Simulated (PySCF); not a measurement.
# CaH₂: one-bond stretch

Method: BP86/[Ca def2-TZVP, H def2-TZVP], no relativity, density fitting, PySCF.

Rigid scan from the singlet minimum (Ca–H 2.018 Å (×2); H–Ca–H 134.8°). Coordinate: the bond from Ca to the last atom (H) scaled, the rest fixed. Energies in kJ/mol from the minimum.

| scale of one bond | E (kJ/mol) | dipole size (D) |
| --- | --- | --- |
| 0.92 | 8.7 | 4.59 |
| 0.96 | 2.0 | 4.62 |
| 1.00 | 0.0 | 4.66 |
| 1.05 | 2.6 | 4.72 |
| 1.12 | 13.0 | 4.84 |
| 1.20 | 30.8 | 5.00 |
| 1.35 | 71.7 | 5.35 |
| 1.55 | 127.0 | – |
| 1.80 | 185.7 | – |
| 2.20 | 249.3 | – |
